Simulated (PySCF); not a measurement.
## Excitation energy of I²⁺ by level of theory

I²⁺ [Kr] 4d10 5s2 5p3 (4S) → I²⁺ [Kr] 4d10 5s1 5p4 (4P), as a difference of total energies. Computed with PySCF 2.14 in def2-TZVPPD with the def2 core potential (28 electrons) (7s6p4d2f, 59 functions), with scalar relativity through the core potential. Correlated levels: valence and next inner shell: nothing frozen outside the core potential. The calculations carry no spin-orbit coupling.

```tsv
method	excitation energy (eV)
UHF	11.108
MP2 (valence and next inner shell)	11.436
SCS-MP2 (valence and next inner shell)	11.345
CCSD (valence and next inner shell)	11.035
CCSD(T) (valence and next inner shell)	10.869
```

**Question.** How much does correlation contribute at CCSD(T) (valence and next inner shell)?

**Answer.** 10.869 − (11.108) = -0.239 eV, measured against UHF.

The coupled-cluster amplitudes are large for the upper state (T1 above 0.03 or a double amplitude above 0.15), so a single reference is strained.
